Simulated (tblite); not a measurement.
C6H9NOSi.
Numbering: `[CH3:1][CH2:2]/[CH:3]=[CH:4]/[Si@@H:5]([C:6]#[N:7])[CH:8]=[O:9]` (hydrogens: H10, H11, H12 on C1; H13, H14 on C2; H15 on C3; H16 on C4; H17 on Si5; H18 on C8)

Computed geometry: GFN2-xTB, gas phase.

Problem. List the bond lengths, angles and torsions at this level.

Solution. 
```tsv
bond	length (Å)
C1–C2	1.529
C2–C3	1.492
C3=C4	1.330
C4–Si5	1.870
Si5–C6	1.871
C6≡N7	1.146
Si5–C8	1.925
C8=O9	1.204
C1–H10, C1–H11, C1–H12	1.088
C2–H13	1.095
C2–H14	1.092
C3–H15	1.083
C4–H16	1.085
Si5–H17	1.468
C8–H18	1.111
```

Bonds in one row agree within 0.01 Å and their mean is given. A selection of angles:
```tsv
angle	degrees
C2–C1–H10	110.3
C2–C1–H11	110.5
H10–C1–H11	108.4
H10–C1–H12	108.6
C1–C2–C3	111.0
C1–C2–H13	108.8
C1–C2–H14	110.0
C3–C2–H13	108.8
C3–C2–H14	110.0
H13–C2–H14	108.1
C2–C3–C4	124.8
C2–C3–H15	115.1
C4–C3–H15	120.1
C3–C4–Si5	125.1
C3–C4–H16	118.3
Si5–C4–H16	116.6
C4–Si5–C6	110.1
C4–Si5–C8	109.0
C4–Si5–H17	117.5
C6–Si5–C8	105.4
C6–Si5–H17	105.9
C8–Si5–H17	108.2
Si5–C6–N7	178.7
Si5–C8–O9	122.8
Si5–C8–H18	117.8
O9–C8–H18	119.3
```

Dihedral angles: C1–C2–C3–C4 126° (anticlinal); C2–C3–C4–Si5 -179° (antiperiplanar); C3–C4–Si5–C6 48° (synclinal); C4–Si5–C8–O9 19° (synperiplanar).

The C–C distances run from 1.330 Å (C3=C4, drawn double) to 1.529 Å (C1–C2, drawn single), a spread of 0.199 Å. Of the pairs four or more bonds apart, H14···H16 is among the closest relative to their van der Waals radii: 2.38 Å, 99 % of the sum of Bondi's values. The C–Si distances run from 1.870 Å (C4–Si5, drawn single) to 1.925 Å (Si5–C8, drawn single), a spread of 0.055 Å. Si5 (SiH silicon) is distorted tetrahedral (angles from 105.4° to 117.5°).

Point group: C1 (no symmetry element, even within 0.4 Å). Its lowest GFN2-xTB frequency is 15i cm⁻¹, too small to tell a flat minimum from a shallow saddle. The numbers are those of one conformer.
